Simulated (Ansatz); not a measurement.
The free Ti atom, lowest solution found in each spin (singlets restricted, other states unrestricted); no spin–orbit coupling, and no relativity up to Kr.

Correlated levels freeze the inner cores; with def2 sets outer-core shells near the valence are correlated too. CBS: X⁻³ extrapolation of the correlation energy, Hartree–Fock from the larger set.

The values were computed with Ansatz (a first-principles code). Values without a source in brackets are computed.

| level | energy of multiplicity 5 less that of multiplicity 3 (kJ/mol) |
|---|---|
| B3LYP/def2-TZVPP | 21.1 |
| PBE0/def2-SVP | 36.6 |
| CAM-B3LYP/def2-TZVPP | 31.6 |
| wB97X-V/def2-TZVPP | 34.0 |
| wB97M-V/def2-TZVPP | 40.2 |
| B2PLYP/def2-TZVPP | [?] |
| CCSD/def2-TZVPP | 71.4 |
| CCSD(T)/def2-QZVPP | 72.6 |
| CCSD(T)/CBS(def2-TZVPP, def2-QZVPP) | [?] |

Question: What belongs in the gaps?

Answer: 
- B2PLYP/def2-TZVPP, energy of multiplicity 5 less that of multiplicity 3 (kJ/mol): 46.2
- CCSD(T)/CBS(def2-TZVPP, def2-QZVPP), energy of multiplicity 5 less that of multiplicity 3 (kJ/mol): 69.5
